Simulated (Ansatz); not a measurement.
Diatomic SnSe, closed-shell singlet (the spin of the measured ground state). No spin–orbit coupling. Se is treated without relativity.

D_e counts from the fitted minimum to each atom's lowest state at the same level, without counterpoise. The singlet is restricted.

Correlated levels freeze the inner cores; with def2 sets outer-core shells near the valence are correlated too. CBS: X⁻³ extrapolation of the correlation energy, Hartree–Fock from the larger set.

Programs: Ansatz (Gaussian orbitals). Each number belongs to the level named beside it. In def2 rows elements past Kr take small-core potentials, without spin–orbit coupling.

```json
[
 {"level": "SVWN5/def2-TZVPP", "bond energy D_e (eV)": "5.792"},
 {"level": "PBE/def2-TZVPP", "bond energy D_e (eV)": "4.934"},
 {"level": "r2SCAN/def2-TZVPP", "bond energy D_e (eV)": "4.750"},
 {"level": "B3LYP/def2-TZVPP", "bond energy D_e (eV)": "4.614"},
 {"level": "BHLYP/def2-TZVPP", "bond energy D_e (eV)": "4.212"},
 {"level": "CCSD/def2-QZVPP", "bond energy D_e (eV)": "4.347"},
 {"level": "CCSD(T)/def2-TZVPP", "bond energy D_e (eV)": "[?]"},
 {"level": "CCSD(T)/def2-QZVPP", "bond energy D_e (eV)": "4.708"},
 {"level": "CCSD(T)/CBS(def2-TZVPP, def2-QZVPP)", "bond energy D_e (eV)": "4.842"}
]
```

Question: Complete the blanks.

Answer: 
- CCSD(T)/def2-TZVPP, bond energy D_e (eV): 4.521

Ansatz is an electronic-structure program.
